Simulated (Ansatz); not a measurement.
Mulliken charges of `N=C=C(O)[SiH3]` from PBE/def2-TZVPP in Ansatz (PBE0-D4/def2-TZVP geometry).

| atom | x (Å) | y (Å) | z (Å) | charge (e) |
| --- | --- | --- | --- | --- |
| N1 | -1.193 | 2.073 | 0.803 | -0.152 |
| C2 | -0.519 | 1.259 | 0.194 | -0.003 |
| C3 | 0.310 | 0.365 | -0.300 | -0.007 |
| O4 | 1.252 | 0.747 | -1.248 | -0.275 |
| Si5 | 0.293 | -1.360 | 0.395 | 0.191 |
| H6 | -2.134 | 2.232 | 0.444 | 0.193 |
| H7 | 1.217 | 0.120 | -1.976 | 0.204 |
| H8 | 0.180 | -2.328 | -0.733 | -0.059 |
| H9 | -0.876 | -1.499 | 1.299 | -0.047 |
| H10 | 1.553 | -1.660 | 1.124 | -0.044 |

**Question.** By hand: the dipole of these point charges (1 e Å = 4.8032 D).

**Answer.** Σ q r = (-0.309, -0.051, -0.087) e Å, of length 0.325 e Å = 1.56 D.

**Question.** How does the dipole of the full density compare? (Estimate.)

**Answer.** Computed: (-0.289, -0.223, -0.306) e Å, 2.29 D; the point charges give 0.68 times that, at 35° from its direction.

Point charges leave out the atoms' own dipoles, such as those of lone pairs, and Mulliken's split depends on the basis, so the two needn't agree.
